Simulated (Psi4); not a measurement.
Pair of molecules: C2H6 (SMILES CC) (first 8 atoms) with C3H6 (SMILES C=CC); geometry from B3LYP-D3(BJ)/def2-TZVP, rigid monomers moved along the line of their centres of mass till H4···C10 is 5.21 Å.
(charge 0, multiplicity 1):
```tsv
atom	x (Å)	y (Å)	z (Å)
C	0.4768	-0.5425	0.4855
C	-0.5338	0.5985	0.5413
H	0.2421	-1.2415	-0.3199
H	0.4822	-1.1043	1.4206
H	1.4886	-0.1697	0.3124
H	-0.5574	1.1564	-0.3971
H	-0.2915	1.3023	1.3393
H	-1.5411	0.2241	0.7320
C	-1.2838	-0.4002	6.4721
C	0.0355	-0.4965	6.5711
C	0.9964	0.6380	6.4126
H	-1.7683	0.5468	6.2623
H	-1.9270	-1.2621	6.5941
H	0.4757	-1.4684	6.7792
H	1.6839	0.4542	5.5819
H	0.4764	1.5780	6.2244
H	1.6115	0.7594	7.3087
```

Calculation: SAPT0/jun-cc-pV(D+d)Z (Psi4).

Task: Which attractive term is largest, and how does the interaction split up?

Result: electrostatics 0.0, exchange 0.0, induction 0.0, dispersion -0.5, total -0.5 kJ/mol; the largest attraction is dispersion.
